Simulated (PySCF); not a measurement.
## Mo: ionisation energy

Mo [Kr] 4d5 5s1 (7S) → Mo⁺ [Kr] 4d5 (6S), as a difference of total energies. All numbers are calculated (PySCF 2.14, scalar relativity by spin-free X2C-1e, in x2c-SVPall (6s5p5d1f, 53 functions)). Correlated levels: valence: [Kr] frozen. The calculations carry no spin-orbit coupling.

| method | ionisation energy (eV) | error (eV) |
| --- | --- | --- |
| UHF | 6.268 | -0.824 |
| M06-L | 6.849 | -0.243 |
| PBE | 7.446 | +0.354 |
| MP2 (valence) | 6.629 | -0.463 |
| SCS-MP2 (valence) | 6.389 | -0.703 |

Reference: 7.092 eV (measured; NIST Atomic Spectra Database, ionization energies).

Errors of the correlated levels include the incompleteness of this basis and the frozen core.
